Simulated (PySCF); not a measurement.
Computed IR spectrum (relative IR intensity) of a molecule CH₆ClGeN. Geometry: PBE-D3(BJ)/def2-SVP. The values are those of a single conformer. Method: PBE-D3(BJ)/def2-SVP in PySCF. Frequencies are harmonic and unscaled.

Lines under 2 % of the strongest are left out, and lines within 2 cm⁻¹ are merged.

| ν (cm⁻¹) | relative intensity |
|---|---|
| 152 | 3.2 |
| 176 | 2.1 |
| 189 | 3.3 |
| 250 | 19 |
| 381 | 29 |
| 566 | 100 |
| 596 | 4.2 |
| 605 | 33 |
| 685 | 13 |
| 713 | 12 |
| 791 | 44 |
| 816 | 26 |
| 896 | 16 |
| 1206 | 4.7 |
| 1378 | 2.4 |
| 1505 | 11 |
| 2098 | 63 |
| 3440 | 7.3 |
| 3535 | 8.6 |

Question: Pick the molecule that these values belong to.
A) C[NH][GeH2][Cl]
B) N[CH2][GeH2][Cl]
C) [CH3][Ge@H]([NH2])[Cl]

Answer: C, [CH3][Ge@H]([NH2])[Cl]
